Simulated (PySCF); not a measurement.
**Deuteron quadrupole couplings in `C=Cc1ccccc1[O-]`**

Species: C8H7O (charge -1).
Geometry (GFN2-xTB, Å), atoms numbered from 1 in this order:
```xyz
16
C8H7O angstrom
C      2.785   -0.666   -0.092
C      1.861    0.276    0.117
C      0.426    0.167    0.052
C     -0.231   -1.019   -0.260
C     -1.607   -1.107   -0.319
C     -2.365    0.034   -0.055
C     -1.761    1.220    0.256
C     -0.336    1.370    0.330
O      0.199    2.470    0.619
H      2.538   -1.684   -0.350
H      3.841   -0.452   -0.012
H      2.188    1.279    0.373
H      0.357   -1.907   -0.466
H     -2.092   -2.046   -0.564
H     -3.451   -0.028   -0.099
H     -2.360    2.102    0.459
```

Level: PBE0/pcSseg-1 (PySCF, non-relativistic); Q(2H) = 0.00286 b; rigid geometry, the same for H and D, with no vibrational averaging.

Question: Rank these positions by the coupling χzz of a deuteron there, largest first.
A. H11 (vinylic hydrogen)
B. H12 (vinylic hydrogen)
C. H14 (aromatic hydrogen)
D. H15 (aromatic hydrogen)

Answer: A (230 kHz), C (223 kHz), D (216 kHz), B (209 kHz).

Tabulate Vzz, the asymmetry η and χzz = 234.96 MHz × Q × Vzz for every hydrogen position.

| atom | bonded to | bond length (Å) | Vzz (au) | η | χzz (kHz) |
| --- | --- | --- | --- | --- | --- |
| H10 | C1 | 1.079 | 0.3428 | 0.08 | 230 |
| H11 | C1 | 1.080 | 0.3423 | 0.08 | 230 |
| H12 | C2 | 1.086 | 0.3108 | 0.00 | 209 |
| H13 | C4 | 1.086 | 0.3247 | 0.06 | 218 |
| H14 | C5 | 1.085 | 0.3317 | 0.10 | 223 |
| H15 | C6 | 1.088 | 0.3219 | 0.06 | 216 |
| H16 | C7 | 1.085 | 0.3291 | 0.06 | 221 |

How does χzz go with the bond length over the 7 C–H bonds?

A straight-line fit has a slope of -19.4 kHz for each 0.01 Å, with a correlation coefficient of -0.83, over lengths from 1.079 to 1.088 Å. The longer bonds have the smaller couplings here.

Isolated species at its GFN2-xTB geometry (one conformer only). The pcSseg-1 basis has no diffuse functions, a weakness for an anion. GFN2-xTB bond lengths can be off by several hundredths of an ångström, more for odd bonds, and the gradients follow them. With so small a basis the couplings can be 20 % off.

The run behind these numbers computed NMR shieldings as well. On an Arm Neoverse N1 with one thread, no GPU, shared host with 64 logical CPUs at a one-minute load of 21, this took 47 s and 0.84 GiB of memory at its peak.
